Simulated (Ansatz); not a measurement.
Calculated with Ansatz (gas phase, PBE0-D4/def2-TZVP geometries, no zero-point term in ΔE). CCSD(T)/CBS adds triple-zeta CCSD(T) − MP2 to the extrapolated MP2 energy (def2 sets, frozen cores). Open shells (•) are unrestricted, without spin–orbit coupling. One conformer a species, not always the lowest.

Consider the homolysis of the B–C bond: `CCBCN` → `[BH]CC`• + `[CH2]N`•.

| species | HF/def2-QZVPP energy (Eh) |
| --- | --- |
| `CCBCN` | -198.63079 |
| `[BH]CC`• | -103.88011 |
| `[CH2]N`• | -94.63967 |

(1) Work out ΔE.

Largest T1 diagnostic among the species: 0.016.

## Answers

(1) ΔE = (-103.88011) + (-94.63967) − (-198.63079) = 0.11101 Eh = +291.5 kJ/mol. CCSD(T)/CBS gives +408.4 kJ/mol.

The D4 term adds +12.9 kJ/mol with B3LYP and +7.3 kJ/mol with PBE0; it sums over pairs of atoms, weighted by their polarisabilities, and B3LYP, whose exchange is more repulsive, gets the larger term. In def2-TZVPP, CCSD(T) changes the Hartree–Fock value by +108.9 kJ/mol (the triples alone add +8.1 kJ/mol) and MP2 by +121.3 kJ/mol; breaking electron pairs costs correlation energy, which Hartree–Fock lacks.

B3LYP here is the variant with VWN-RPA as its local correlation; programs differ in this.
